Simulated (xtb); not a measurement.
xtb input (GFN2-xTB):

```bash
xtb mol.xyz --gfn 2 --sp --chrg -1 --uhf 0
```
mol.xyz:
```
3

Sb     0.00344590    -0.00012816     0.04590905
H     -0.07516195    -1.23152961    -1.17508158
H     -0.10057883     1.23806566    -1.16627979
```

Output:

```
           -------------------------------------------------
          |                Calculation Setup                |
           -------------------------------------------------

           -------------------------------------------------
          |                 G F N 2 - x T B                 |
           -------------------------------------------------

        Reference                      10.1021/acs.jctc.8b01176
      * Hamiltonian:
        H0-scaling (s, p, d)           1.850000    2.230000    2.230000
        zeta-weighting                 0.500000
      * Dispersion:
        s8                             2.700000
        a1                             0.520000
        a2                             5.000000
        s9                             5.000000
      * Repulsion:
        kExp                           1.500000    1.000000
        rExp                           1.000000
      * Coulomb:
        alpha                          2.000000
        third order                    shell-resolved
        anisotropic                    true
        a3                             3.000000
        a5                             4.000000
        cn-shift                       1.200000
        cn-exp                         4.000000
        max-rad                        5.000000

          ...................................................
          :                      SETUP                      :
          :.................................................:
          :  # basis functions                  12          :
          :  # atomic orbitals                  11          :
          :  # shells                            5          :
          :  # electrons                         8          :
          :  max. iterations                   250          :
          :  Hamiltonian                  GFN2-xTB          :
          :  restarted?                      false          :
          :  GBSA solvation                  false          :
          :  PC potential                    false          :
          :  electronic temp.          300.0000000     K    :
          :  accuracy                    1.0000000          :
          :  -> integral cutoff          0.2500000E+02      :
          :  -> integral neglect         0.1000000E-07      :
          :  -> SCF convergence          0.1000000E-05 Eh   :
          :  -> wf. convergence          0.1000000E-03 e    :
          :  Broyden damping             0.4000000          :
          :  net charge                         -1          :
          :  unpaired electrons                  0          :
          ...................................................

 iter      E             dE          RMSdq      gap      omega  full diag
   1     -3.2552455 -0.325525E+01  0.316E+01    2.57       0.0  T
   2     -3.3607393 -0.105494E+00  0.107E+01    2.94       1.0  T
   3     -3.3654944 -0.475513E-02  0.287E+00    3.11       1.0  T
   4     -3.3666998 -0.120540E-02  0.123E+00    3.17       1.0  T
   5     -3.3672422 -0.542407E-03  0.870E-01    3.22       1.0  T
   6     -3.3675995 -0.357316E-03  0.261E-01    3.28       1.0  T
   7     -3.3676297 -0.301742E-04  0.170E-01    3.29       1.0  T
   8     -3.3676669 -0.371979E-04  0.308E-02    3.33       1.9  T
   9     -3.3676673 -0.456335E-06  0.167E-02    3.33       3.4  T
  10     -3.3676675 -0.126134E-06  0.776E-03    3.34       7.4  T
  11     -3.3676675 -0.436831E-07  0.127E-04    3.33     455.1  T
  12     -3.3676675  0.816005E-10  0.327E-04    3.33     176.6  T

   *** convergence criteria satisfied after 12 iterations ***

         #    Occupation            Energy/Eh            Energy/eV
      -------------------------------------------------------------
         1        2.0000           -0.2956121              -8.0440
         2        2.0000           -0.1839914              -5.0067
         3        2.0000           -0.1439432              -3.9169
         4        2.0000           -0.0802072              -2.1826 (HOMO)
         5                          0.0423309               1.1519 (LUMO)
         6                          0.1215397               3.3073
         7                          0.2675006               7.2791
         8                          0.2747739               7.4770
         9                          0.2914295               7.9302
       ...                                ...                  ...
        11                          0.8200129              22.3137
      -------------------------------------------------------------
                  HL-Gap            0.1225381 Eh            3.3344 eV
             Fermi-level           -0.0189382 Eh           -0.5153 eV

 SCC (total)                   0 d,  0 h,  0 min,  0.001 sec
 SCC setup                      ...        0 min,  0.000 sec (  5.565%)
 Dispersion                     ...        0 min,  0.000 sec (  1.689%)
 classical contributions        ...        0 min,  0.000 sec (  1.061%)
 integral evaluation            ...        0 min,  0.000 sec ( 14.315%)
 iterations                     ...        0 min,  0.001 sec ( 61.264%)
 molecular gradient             ...        0 min,  0.000 sec ( 10.979%)
 printout                       ...        0 min,  0.000 sec (  4.500%)

         :::::::::::::::::::::::::::::::::::::::::::::::::::::
         ::                     SUMMARY                     ::
         :::::::::::::::::::::::::::::::::::::::::::::::::::::
         :: total energy              -3.363221035674 Eh    ::
         :: gradient norm              0.044659260570 Eh/a0 ::
         :: HOMO-LUMO gap              3.334432129218 eV    ::
         ::.................................................::
         :: SCC energy                -3.367667504250 Eh    ::
         :: -> isotropic ES            0.085891444308 Eh    ::
         :: -> anisotropic ES         -0.001124111293 Eh    ::
         :: -> anisotropic XC          0.001916441406 Eh    ::
         :: -> dispersion             -0.001467664027 Eh    ::
         :: repulsion energy           0.004446468576 Eh    ::
         :: add. restraining           0.000000000000 Eh    ::
         :: total charge              -1.000000000000 e     ::
         :::::::::::::::::::::::::::::::::::::::::::::::::::::

           -------------------------------------------------
          |                Property Printout                |
           -------------------------------------------------

    * Orbital Energies and Occupations

         #    Occupation            Energy/Eh            Energy/eV
      -------------------------------------------------------------
         1        2.0000           -0.2956121              -8.0440
         2        2.0000           -0.1839914              -5.0067
         3        2.0000           -0.1439432              -3.9169
         4        2.0000           -0.0802072              -2.1826 (HOMO)
         5                          0.0423309               1.1519 (LUMO)
         6                          0.1215397               3.3073
         7                          0.2675006               7.2791
         8                          0.2747739               7.4770
         9                          0.2914295               7.9302
        10                          0.5090061              13.8508
        11                          0.8200129              22.3137
      -------------------------------------------------------------
                  HL-Gap            0.1225381 Eh            3.3344 eV
             Fermi-level           -0.0189382 Eh           -0.5153 eV

     #   Z          covCN         q      C6AA      α(0)
     1  51 Sb       1.859    -0.566   467.082    42.321
     2   1 H        0.929    -0.217    12.170     5.455
     3   1 H        0.929    -0.217    12.170     5.455
Note: The following floating-point exceptions are signalling: IEEE_DENORMAL
normal termination of xtb

 Mol. C6AA /au·bohr⁶  :        811.877750
 Mol. C8AA /au·bohr⁸  :      61377.766663
 Mol. α(0) /au        :         53.231124

Wiberg/Mayer (AO) data.
largest (>0.10) Wiberg bond orders for each atom

 ---------------------------------------------------------------------------
     #   Z sym  total        # sym  WBO       # sym  WBO       # sym  WBO
 ---------------------------------------------------------------------------
     1  51 Sb   1.889 --     2 H    0.945     3 H    0.945
     2   1 H    0.953 --     1 Sb   0.945
     3   1 H    0.953 --     1 Sb   0.945
 ---------------------------------------------------------------------------

Topologies differ in total number of bonds
Writing topology from bond orders to xtbtopo.mol

molecular dipole:
                 x           y           z       tot (Debye)
 q only:        0.068      -0.003       0.910
   full:       -0.003       0.000      -0.038       0.098
molecular quadrupole (traceless):
                xx          xy          yy          xz          yz          zz
 q only:        2.232       0.037      -1.292      -0.239      -0.004      -0.940
  q+dip:        1.118       0.019      -0.730      -0.114      -0.002      -0.388
   full:       -1.050      -0.025       1.400       0.053       0.007      -0.350

           -------------------------------------------------
          | TOTAL ENERGY               -3.363221035674 Eh   |
          | GRADIENT NORM               0.044659260570 Eh/α |
          | HOMO-LUMO GAP               3.334432129218 eV   |
           -------------------------------------------------

------------------------------------------------------------------------
------------------------------------------------------------------------
 total:
 SCF:
```
